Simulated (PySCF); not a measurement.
Computed IR spectrum (relative IR intensity) of a molecule C4H5ClSi. Geometry: PBE-D3(BJ)/def2-SVP. One conformer was computed; it need not be the lowest. All values below come from PBE-D3(BJ)/def2-SVP run with PySCF. Frequencies are harmonic and unscaled.

Lines under 2 % of the strongest are left out, and lines within 2 cm⁻¹ are merged.

```csv
ν (cm⁻¹),relative intensity
254,2.8
322,6.2
403,6.4
487,15
543,38
622,38
680,5.9
700,16
707,14
786,97
796,100
956,13
976,8.3
996,7.7
1369,8.5
1620,4.8
2087,23
2186,52
3052,5.5
3148,2.1
3389,28
```

Which structure fits?
(A) C#C/C=C\[SiH2]Cl
(B) [SiH3]C#C/C=C\Cl
(C) C#C[Si@H](Cl)C=C
(D) C#C[SiH2]/C=C/Cl

C, C#C[Si@H](Cl)C=C
